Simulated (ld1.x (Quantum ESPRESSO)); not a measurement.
## Pseudopotential generation for tin: PAW, LDA (PZ), scalar-relativistic.

tin, PAW, made with ld1.x (Quantum ESPRESSO) 7.5 (LDA (PZ), scalar-relativistic). Core [Kr] 4d10, reference 5s1.75 5p2.25. Waves: 5s (bound): rcut 1.65, rcutus 2.25 bohr; 5s channel at 4.25 Ry: rcut 1.65, rcutus 2.25 bohr; 5p (bound): rcut 2.35, rcutus 2.80 bohr; 5p channel at 0.5 Ry: rcut 2.35, rcutus 2.80 bohr. Local part: all-electron potential smoothed inside 2.25 bohr (lloc = -2). Core correction: Bessel-smoothed model core, default radius (core density twice the valence density). Augmentation charge: PSQ, inside the norm-conserving radii.

- Cutoffs needed: 6 Ry and 10 Ry (the cutoffs (Ry, on a coarse ladder) from which the occupation-weighted sum of valence levels, in a spherical-Bessel basis at the reference potential, stays within 10 and 1 mRy of its value at 400 Ry)
- Ghost test: no extra level below or beside the all-electron valence levels (s, p, d, f tested) (spherical-Bessel basis up to 400 Ry, 20 bohr box)
- Configuration tests: test run stopped at test 3 of 9 (negative rho)
- Lowest eigenvalue of the overlap operator: 0.61 (p channel)
- Density cutoff estimated by the generator: 76 Ry
